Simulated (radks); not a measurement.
Values are calculated unless marked as measured or tabulated.
The antimony anion Sb3-, [Xe], held by a Watson sphere: a shell of charge +3 at radius R that stands for the Madelung well of a crystal (potential energy -3/R inside, -3/r outside, in hartree with lengths in bohr). Code: a radial shooting solver on a logarithmic mesh with Libxc functionals. Model: scalar-relativistic Kohn-Sham, LDA (Slater exchange, Perdew-Wang correlation), spin-polarised, spherical densities, finite nucleus; Fermi nuclear charge, rms radius of each element as measured or else 0.836 A^(1/3) + 0.57 fm. Response by self-consistent Sternheimer equations with the Hartree and adiabatic LDA kernel, the relativistic mass of each level held fixed and spin-orbit coupling left out. The sphere does not respond.

R (bohr)  e(4d) (eV)  e(5s) (eV)  e(5p) (eV)  <r> 5p (bohr)  sum of <r^2> (bohr^2)  X-ray form factor at sin(theta)/lambda = 0.3 1/angstrom  alpha (bohr^3)
2.82         -32.429     -14.264      -6.710          2.879                  90.28                                                   35.245           58.40
3.82         -31.018     -12.012      -5.152          3.273                  108.9                                                   35.390           108.4
4.63         -30.433     -10.870      -4.123          3.576                  125.1                                                   35.425           178.3
5            -30.234     -10.495      -3.736          3.709                  132.9                                                   35.430           222.2
5.07         -30.200     -10.433      -3.668          3.734                  134.4                                                   35.431           231.6
5.26         -30.112     -10.274      -3.493          3.802                  138.6                                                   35.432           258.7
